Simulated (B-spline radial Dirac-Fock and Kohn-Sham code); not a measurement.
**Nb²⁸⁺: eigenvalues, ΔSCF and the reference**

System: the Nb²⁸⁺ ion, [Ne] 3s2 3p1.

The density-functional columns are spherical, spin-unpolarised Dirac-Kohn-Sham results without Breit or QED terms: −ε is minus the orbital energy of the initial state and ΔSCF the difference of two total energies. The reference in the last column comes from ΔSCF Dirac-Fock with Breit, self-energy and vacuum polarisation, finite nucleus, configuration average. All numbers are from an atomic code on a B-spline grid, in eV; a selection of levels is shown. The Kohn-Sham columns are given as differences from the reference. For the 1s level of heavy atoms much of the gap between ΔSCF and the reference is the Breit and QED part, -50.4 eV here; for other levels the error of the functional can be larger.

| level | LDA −ε − DF | LDA ΔSCF − DF | Dirac-Fock |
| --- | --- | --- | --- |
| 1s | -252.5 | +45.8 | 20451.6 |
| 2s | -105.4 | -33.2 | 4089.0 |
| 2p1/2 | -78.0 | +6.9 | 3864.1 |
| 2p3/2 | -79.2 | +3.2 | 3766.6 |
| 3s | -23.4 | +6.0 | 1562.4 |
| 3p | -29.2 | +1.4 | 1484.6 |

Values without a named source are computed, but for edge energies of neutral atoms, which are taken from tables.
